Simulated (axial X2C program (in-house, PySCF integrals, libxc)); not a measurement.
## Spectroscopic constants of CuN⁺

All values were computed with an in-house all-electron X2C program for linear molecules (integrals from PySCF). Spin-free means the one-electron spin-free X2C Hamiltonian; two-component (2c) means X2C with spin–orbit coupling and atomic mean-field two-electron Coulomb and Gaunt terms, so the difference of the two also holds small scalar two-electron terms. Basis: Cu dyall-cv3z [9s9p6d3f2g], N dyall-av3z [7s7p3d2f] (cores contracted in-house); Gaussian nuclei, density fitting, unrestricted open shells. Masses: Cu 62.930 u, N 14.003 u.

Input:
```json
{
 "zs": [
  29,
  7
 ],
 "q": 1,
 "bas": [
  "dyall-cv3z",
  "dyall-av3z"
 ],
 "levels": [
  "PBE0",
  "HF",
  "PW91"
 ],
 "cc": true,
 "r0": 1.75,
 "thr": -2.0,
 "nmax": 90,
 "npts": 10,
 "nst": 2,
 "ntry": 6
}
```
```bash
python so2c.py task.json out
```

Keys: zs atomic numbers; q charge; bas basis sets; levels methods; cc coupled cluster on or off; r0 starting distance in Å; thr threshold in hartree for freezing inner shells (an s shell follows its p shell); nmax most natural virtual spinors; npts points on the curve; nst determinants followed; ntry starts of the search. HF also brings MP2.

State, spin-free: M_S = 3/2, Λ = 0 (beyond evenly filled blocks: σα, π+α, π-α); electrons by block: σα: 9, σβ: 8, π+α: 4, π+β: 3, π-α: 4, π-β: 3, δ+α: 1, δ+β: 1, δ-α: 1, δ-β: 1. Fragments: Cu+ + N.

State, 2c: Ω = 3/2 (⟨Sz⟩ = 1.50, ⟨Lz⟩ = 0.00 at PBE0); electrons by block: 1/2: 12, -1/2: 12, 3/2: 5, -3/2: 4, 5/2: 1, -5/2: 1. Fragments: Cu+ + N.

| Hamiltonian | level | Re (Å) | ωe (cm⁻¹) | Be (cm⁻¹) | De (eV) | k (mdyn/Å) | μ (D) |
| --- | --- | --- | --- | --- | --- | --- | --- |
| spin-free | PBE0 | 1.817 | 480.7 | 0.4458 | 1.01 | 1.56 | -1.52 |
| spin-free | MP2 | 1.900 | 328.6 | 0.4076 | 0.582 | 0.729 | n/a |
| spin-free | CCSD(T) | 1.898 | 332.1 | 0.4085 | n/a | 0.744 | n/a |
| spin-free | PW91 | 1.761 | 583.0 | 0.4747 | 1.67 | 2.29 | -1.80 |
| 2c | PBE0 | 1.818 | 480.1 | 0.4455 | 1.01 | 1.56 | -1.52 |
| 2c | MP2 | 1.902 | 327.5 | 0.4069 | 0.580 | 0.724 | n/a |
| 2c | PW91 | 1.761 | 582.5 | 0.4744 | 1.67 | 2.29 | -1.80 |

Correlated methods: 15 electrons correlated (number of frozen shells: Cu 3 s, 2 p; N 1 s), 249 virtual spin orbitals or spinors in MP2.

Dipoles are positive if N is the positive end and refer to the centre of mass.

The state is a single determinant with fixed occupations, the lowest that a limited PBE0 search found. De is counted from the lowest determinant-based energies of the atoms at the same level, without counterpoise correction. De is not given where an atomic determinant may have missed its ground term or J level, or where the truncated virtual space spoils (T). Density functionals use the spin component along the axis (collinear). Coupled cluster ran in a truncated set of natural virtual spinors; the MP2 energy of the rest was added. (T) has no such correction and the atoms are truncated less, which lowers De at CCSD(T) by a hundredth of an eV or more. With several unpaired electrons one determinant need not be a pure state. This is the top spin component of a Σ state; components of lower Ω are not single determinants and can lie lower.

No reliable constants came from CCSD (2c), CCSD (spin-free), CCSD(T) (2c), HF (2c), HF (spin-free): no minimum in range, unconverged points, a curve that is not smooth, a change of character along it, or the two Hamiltonians disagreeing along it.

Rough cost a point (2c) on 1 thread(s) of a shared host, integrals apart: PBE0 0.7 s, PW91 0.4 s.

The whole task took 5.9 min on 1 thread of Intel(R) Xeon(R) Processor @ 2.30GHz (shared host).
